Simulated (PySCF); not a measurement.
# Radial density of Te (tellurium, neutral)

r2SCAN, [Kr] 4d10 5s2 5p3 5d1, high-spin 5D determinant (an excited configuration). Calculation: PySCF 2.14, in aug-cc-pwCVTZ-DK3 with one added diffuse shell each of s, p, d, f type (11s10p8d5f1g, 125 functions); the spin-free X2C one-electron Hamiltonian (Gaussian nucleus).

```
r (bohr)  4πr²ρ (e/bohr)  4πr²(ρα − ρβ)
  0.0279           62.26         0.0221
  0.0470           61.63         0.0541
  0.0790           85.98         0.0438
   0.133           67.02        -0.0022
   0.224           70.46         0.1226
   0.376           42.36        -0.0001
   0.632           25.34         0.3065
    1.06           15.58        -0.0272
    1.79           4.104         1.3948
    3.01           1.413         1.0536
    5.06          0.2193         0.2130
    8.52         0.08502         0.0850
    14.3        0.001854         0.0019
```

Densities and radii are taken from the X2C orbitals without a picture-change correction, which distorts them close to the nucleus.

The outer electron is Rydberg-like, and this basis confines it to a smaller radius and binds it less than a complete one would.

Q: Where is the radial spin density 4πr²(ρα − ρβ) most negative, and why is it negative at all?

A: Around r = 1.06 bohr, down to -0.0272 e/bohr: exchange with the open shell polarises the paired shells in an unrestricted calculation.
